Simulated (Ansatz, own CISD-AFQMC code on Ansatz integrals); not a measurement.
H4OSi2, SMILES `O[SiH]=[SiH2]` (H–O–Si–Si torsion 144°) (charge 0, multiplicity 1).

Z-matrix (Å, degrees):
```
Si
O 1 1.6440
H 2 0.9615 1 118.94
H 1 1.4899 2 108.37 3 4.22
Si 1 2.2124 4 120.24 2 149.08
H 5 1.4893 1 109.81 4 170.50
H 5 1.4921 6 108.19 1 112.26
```
Charge 0, multiplicity 1.

Frozen-core correlation energies in cc-pVDZ at a geometry from B3LYP-D3(BJ)/def2-TZVP, on an HF energy of -655.01563 Ha (<S^2> = 0.00, restricted and unstable towards unrestricted orbitals). Wave-function levels are from Ansatz, the walk from an own CISD-AFQMC code on Ansatz integrals (time step 0.005/Ha, trial state from CCSD amplitudes, largest double 0.17).

```
level    correlation energy (mHa)
-------  ------------------------
MP2                        -384.3
CCSD                       -424.9
CCSD(T)                    -438.5
```

Task: What correlation energy does phaseless AFQMC give, and where does it lie among these levels?

Result: -440.8 ± 0.4 mHa (one standard error). AFQMC minus each level: MP2 -56.4 mHa, CCSD -15.8 mHa, CCSD(T) -2.3 mHa.
